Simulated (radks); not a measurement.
Initial-state core-level shifts of the hafnium ion Hf+ when its valence configuration changes from [Xe] 4f14 5d1 6s2. Calculated with a radial shooting solver on a logarithmic mesh with Libxc functionals: scalar-relativistic Kohn-Sham, SCAN, spin-polarised, spherical densities, finite nucleus; open shells are filled with parallel spins first (spin-orbit coupling, left out, can overturn this in heavy ions); meta-GGA in the generalised Kohn-Sham scheme; Fermi nuclear charge, rms radius 5.347 fm. Shifts are changes of the shell-averaged eigenvalues in eV (positive: less bound); the change of the density at the nucleus, which sets a Mossbauer isomer shift, is in e/bohr^3, on a base of 1.282e+06.

valence,3s,4s,4d,5p,density at nucleus
4f13.5 5d1 6s2 6p0.5,-7.311,-6.998,-6.719,-3.761,+46.9
4f14 5d1 6s1 6p1,-1.277,-1.299,-1.302,-1.476,-77.7
4f14 6s2 6p1,-4.212,-4.223,-4.241,-3.939,+17.0
4f14 5d2 6s1,+2.634,+2.626,+2.641,+2.289,-82.5
4f12 5d4 6s1,-18.645,-17.037,-15.707,-4.251,+42.4
4f11.5 5d4 6s1 6p0.5,-26.630,-24.436,-22.714,-7.781,+86.5
